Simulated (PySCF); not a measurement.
S²⁺ (sulfur, charge +2) across methods

[Ne] 3s2 3p1 3d1, one real determinant (an excited configuration). Calculation: PySCF 2.14, in dyall-acv3z; the non-relativistic Hamiltonian (point nucleus).

```tsv
method	E (hartree)	mean ε 3s β (eV)	mean ε 3p α (eV)	mean ε 3d α (eV)	Σ⟨r²⟩ (bohr²)	⟨S²⟩
PBEsol	-395.5301	-39.250	-30.236	-15.469	17.24	2.001
PBE0	-396.1802	-40.828	-31.968	-16.317	17.35	2.002
PBE	-396.1661	-39.313	-30.317	-15.584	17.24	2.001
LDA	-394.9483	-39.497	-30.247	-15.411	17.24	2.000
TPSS	-396.3505	-39.304	-30.555	-15.590	17.19	2.001
r2SCAN	-396.2837	-39.552	-30.773	-15.610	17.27	2.002
UHF	-395.72840	-44.088	-36.357	-17.749	18.10	2.007
```

Problem. Estimate the same row for r2SCANh.

Solution. E (hartree) = -396.2793; mean ε 3s β (eV) = -40.127; mean ε 3p α (eV) = -31.378; mean ε 3d α (eV) = -15.895; Σ⟨r²⟩ (bohr²) = 17.31; ⟨S²⟩ = 2.002.

⟨L²⟩ = 8.00 against 12 for a pure F term, so this real determinant mixes terms. The outer electron is Rydberg-like, and this basis confines it to a smaller radius and binds it less than a complete one would.
